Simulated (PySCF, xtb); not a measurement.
H₃O₃Sc, SMILES [OH][Sc]([OH])[OH].

GFN2-xTB run with xtb 6.7.1 at its own geometry gives an orbital gap of 3.21 eV and a dipole moment of 0.12 D.

Geometry optimised at B3LYP-D3(BJ)/def2-SVP. One conformer was computed; it need not be the lowest.

What does CAM-B3LYP/def2-TZVPD (PySCF) give? (The exact figures need the calculation; the answer reports its results.)

gap 9.22 eV (levels -9.90 and -0.68 eV), dipole 0.00 D.
